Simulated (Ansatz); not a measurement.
Basis-set extrapolation for C₂H₉AlOSi, SMILES `C[SiH2][Al]([CH3])[OH]` (PBE0-D4/def2-TZVP geometry, frozen core, Ansatz). Multiplicity 1, RHF reference.

```
                      def2-TZVPP   def2-QZVPP
                 HF  -686.845820  -686.869504
    MP2 correlation    -0.805284    -0.862701
CCSD(T) correlation    -0.893630      not run
```

Energies in hartree. Use E(X) = E(∞) + A·exp(−7.88·√X) for Hartree–Fock and E(X) = E(∞) + B·X^(−2.97) for correlation, with X = 3 and 4, and add CCSD(T) minus MP2 of the smaller set to the MP2 limit.

Task: What is the CCSD(T) energy at the basis-set limit?

Result: HF limit: -686.869504 + (-0.023684) × 0.13774 = -686.87277. MP2 limit: -0.862701 + (-0.057417) × 0.74074 = -0.90523. Higher-order term: -0.893630 − (-0.805284) = -0.08835. Total: -687.86635 hartree, 333.2 kJ/mol below CCSD(T)/def2-TZVPP.
